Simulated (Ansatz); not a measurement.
The first iterations of a band of AlBrClH3 (6 atoms, charge 0, multiplicity 1).

Level of theory: Ansatz, UKS PBE0-D4/def2-SVP.

```json
{
 "movable images": "9",
 "climbing image": "yes",
 "spring": "5.0 eV/Å²",
 "optimiser": "quadratic models (default)",
 "start path": "through a guess of the saddle point",
 "force threshold": "0.03 eV/Å",
 "iteration limit": "60",
 "end points": "relaxed"
}
```

Image 0:

```xyz
6
Properties=species:S:1:pos:R:3
Al -0.317 -0.502 -0.606
Br 1.976 -0.547 -0.275
H -0.811 0.377 -1.822
H -1.122 -1.691 0.054
H 0.784 1.094 1.336
Cl -0.510 1.269 1.313
```

Image 10:

```xyz
6
Properties=species:S:1:pos:R:3
Al -0.761 -0.248 -0.399
Br 1.997 -0.238 0.062
H -0.745 0.315 -1.877
H -1.060 -1.747 0.001
H 1.566 0.709 1.048
Cl -0.996 1.209 1.165
```

| iteration | highest image above the first end (eV) | largest band force component (eV/Å) |
| --- | --- | --- |
| 1 | 1.142 | 2.343 |
| 2 | 0.250 | 0.822 |

Problem. Does the band converge within its limit, and where does its top end?

Solution. The run converged. It ended after 7 iterations with the highest image 0.149 eV above the first end. A vibrational analysis at the climbing image gives one clearly imaginary mode, 371i cm⁻¹: a first-order saddle point. The orbitals were unrestricted but ended closed-shell.

Run time: 110 s on 2 threads of INTEL(R) XEON(R) PLATINUM 8581C CPU @ 2.30GHz (Emerald Rapids), with other jobs on the host, peak memory 0.27 GiB.
